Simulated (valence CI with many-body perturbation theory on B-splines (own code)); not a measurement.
## Run record, In18+

Computed by valence CI with perturbative core correlation (CI+MBPT): three valence electrons over a frozen Dirac-Fock core [Ar] 3d10, radial functions for each j: 5 s, 5 p, 4 d, 2 f, with the one-electron correlation potential Σ1 (screened to all orders), the two-electron term Σ2, the three-electron term Σ3, Breit, model QED; selected single and double excitations, second order for the rest, scaled by the run's own slope (own B-spline code, finite nucleus).

Command, and the settings that its task file holds:

```sh
python run_cv.py task.json out
```

```
atom In  Z=49  mass_number=115  rms_radius_fm=4.6156
core [Ar] 3d10
valence 4s2 4p1
avg = 1
basis = S
breit = 1
cap = 20000
capref = 1200
cscale = 1
de = 0.0
dress = 0
eps = 2e-08
extrap = 1
h = 0.27
hh = 1
l2 = 3
lcore = 6
maxit = 60
n2 = 5
natural = 1
nlev = 30
nno = [2, 2, 2, 1, 0]
nroot = 26
nsp = [3, 3, 2, 1, 0]
pt2 = 1
qed = 1
rpa = 1
s1 = 1
s2 = 1
s3 = 1
screen = 1
tol = 2e-05
whole = 1
```

It took 24 s on 1 thread of Arm Neoverse V1, with other jobs on the host.

Log. The first blocks belong to the next ion, which gives the ionisation energy. Fields: 2J, parity (1 odd), roots, reference size, generating configurations, candidates as configurations/state functions, variational space P, stored matrix elements, Davidson steps; e2 is the range of second-order energies in hartree. The first line gives the box (bohr), its intervals, the orbitals and the steps of their self-consistent field. Window is the range of levels sought, series limit the energy at which the first omitted orbital would enter, core excitation an estimate of the first excitation out of the core, left out the lowest levels not solved, and shifts from estimates the range by which levels moved from their first estimate, all in cm⁻¹.

```
rmax 6.0 intervals 60 orbitals 27 references ['4s2 4p', '4s 4p2', '4s2 4d', '4p3', '4s 4p 4d'] scf 4 t 1.1
2J=0 par=0 roots 2 ref 15 generators 4 cand 56/56 P 71/71 nnz 0 it 0
   second order: generators 14 cand 0/0 e2 -0.00000 -0.00000
reference levels 500, estimated 66, window 1058070 1/cm; series limit 2285765, core excitation 3494045
2J=1 par=1 roots 5 ref 38 generators 12 cand 49/83 P 636/930 nnz 0 it 0
2J=1 par=1 roots 5 ref 38 generators 16 cand 85/116 P 721/1046 nnz 0 it 0
   second order: generators 23 cand 351/518 e2 -0.00000 -0.00000
2J=3 par=1 roots 10 ref 61 generators 20 cand 64/154 P 742/1499 nnz 0 it 5
2J=3 par=1 roots 10 ref 61 generators 23 cand 118/225 P 860/1724 nnz 0 it 5
   second order: generators 34 cand 324/737 e2 -0.00000 -0.00000
2J=1 par=0 roots 4 ref 42 generators 11 cand 14/15 P 613/888 nnz 0 it 0
2J=1 par=0 roots 4 ref 42 generators 16 cand 69/102 P 682/990 nnz 0 it 0
   second order: generators 21 cand 335/495 e2 -0.00000 -0.00000
2J=3 par=0 roots 5 ref 66 generators 13 cand 35/72 P 698/1390 nnz 0 it 3
2J=3 par=0 roots 5 ref 66 generators 20 cand 82/167 P 780/1557 nnz 0 it 4
   second order: generators 27 cand 404/894 e2 -0.00000 -0.00000
2J=5 par=0 roots 4 ref 68 generators 15 cand 12/40 P 678/1417 nnz 0 it 3
2J=5 par=0 roots 4 ref 68 generators 18 cand 96/234 P 774/1651 nnz 0 it 4
   second order: generators 25 cand 409/1035 e2 -0.00001 -0.00000
2J=5 par=1 roots 7 ref 56 generators 13 cand 38/98 P 770/1695 nnz 0 it 3
2J=5 par=1 roots 7 ref 56 generators 23 cand 65/142 P 835/1837 nnz 0 it 4
   second order: generators 30 cand 429/1031 e2 -0.00000 -0.00000
2J=7 par=1 roots 4 ref 40 generators 9 cand 40/110 P 653/1380 nnz 0 it 3
2J=7 par=1 roots 4 ref 40 generators 19 cand 54/110 P 707/1490 nnz 0 it 3
   second order: generators 23 cand 415/958 e2 -0.00000 -0.00000
2J=9 par=1 roots 1 ref 20 generators 2 cand 76/156 P 280/487 nnz 0 it 0
2J=9 par=1 roots 1 ref 20 generators 4 cand 64/131 P 344/618 nnz 0 it 0
   second order: generators 9 cand 361/735 e2 -0.00000 -0.00000
left out: unestimated 1537043, estimated 1146555, shifts from estimates -1 to 0
operators 1.9
```

The Davidson iterations converged.

No measured spectrum was set against this ion. As an estimate, levels hold to about 250 cm⁻¹ or 0.2 % of their energy and the worst to 1 %, as in measured heavy ions of charge 2 to 7; those with d or f electrons hold less well.

| Quantity | Value |
| --- | --- |
| Valence energy | -60.60451 hartree |
| Ionisation energy | 493.6 eV (NIST: 497.1 ± 0.3 eV (semi-empirical)) |
| Reference configurations for the orbitals | 4s2 4p, 4s 4p2, 4s2 4d, 4p3, 4s 4p 4d |
| Radial orbitals | 27 |
| Box radius | 6.032 bohr |
| Largest variational space | 1837 |
| Lowest levels | 4s2 4p 2P°_1/2 0.00, 4s2 4p 2P°_3/2 9.69, 4s 4p2 4P_1/2 38.63, 4s 4p2 4P_3/2 44.34, 4s 4p2 4P_5/2 47.53, 4s 4p2 2D_3/2 53.73, 4s 4p2 2D_5/2 57.73, 4s 4p2 2P_1/2 58.02, 4s 4p2 2S_1/2 67.68, 4s 4p2 2P_3/2 68.66, 4s2 4d 2D_3/2 83.87, 4s2 4d 2D_5/2 85.54, 4p3 4S°_3/2 [a] 96.23, 4p3 4S°_3/2 [b] 102.78 eV |

Names give the largest LS component (configuration and term), which can be under half, so a name can repeat, a term be missing and a line seem to break the LS rules; names also repeat where a configuration has a term twice. Letters in brackets count levels of one name in rising energy.
